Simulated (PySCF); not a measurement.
Mapped SMILES: `[F:1][BH:2][BH:3][CH2:4][B:5]([Cl:6])[Cl:7]` (H(Xn): hydrogen on atom n).

Geometry: PBE0-D3(BJ)/def2-SVP; GIAO shifts from PySCF, gas phase, non-relativistic, averaged over equivalent atoms.

At PBE0/STO-3G (47 basis functions, 4 s wall time on 1 thread of an Arm Neoverse V1, shared host):
```tsv
atoms	δ (ppm)
F1	150.4
B3	105.3
B2	62.4
B5	62.0
C4	40.7
Cl6/Cl7	118.0
H(B3)	8.65
H(B2)	6.49
H(C4)	3.57
```

Chemical shifts δ = σref − σ; CFCl3 for 19F (304.40 ppm); 11B (128.75 ppm) against BF3·OEt2; TMS for 13C (234.69 ppm), 1H (32.60 ppm); 35Cl (1025.84 ppm) against HCl, all at this level.

Problem. Predict the values at PBE0/pcSseg-0 on the same geometry.

Solution. 
```
  atoms  δ at PBE0/pcSseg-0  change
     F1                72.9   -77.5
     B3               103.5    -1.8
     B2                78.9   +16.5
     B5                71.1    +9.1
     C4                56.3   +15.6
Cl6/Cl7               312.8  +194.8
  H(B3)                9.43   +0.78
  H(B2)                7.71   +1.22
  H(C4)                3.58   +0.01
```

Shifts are taken against calculated references (same method and geometry level): CFCl3 for 19F (σref 178.37); 11B (σref 104.89) against BF3·OEt2; TMS for 13C (σref 193.52) and 1H (σref 32.83); HCl for 35Cl (σref 952.40).

The largest change is at Cl6/Cl7 (chlorine bonded to B). Cost: 79 basis functions, 6.7 s wall time on 1 thread of an Arm Neoverse V1, shared host.

A carbon bonded to boron is broadened by the quadrupolar boron nucleus and is often missing from a measured spectrum. Unscaled 19F shifts against computed CFCl3 carry errors that often reach 10 to 50 ppm.
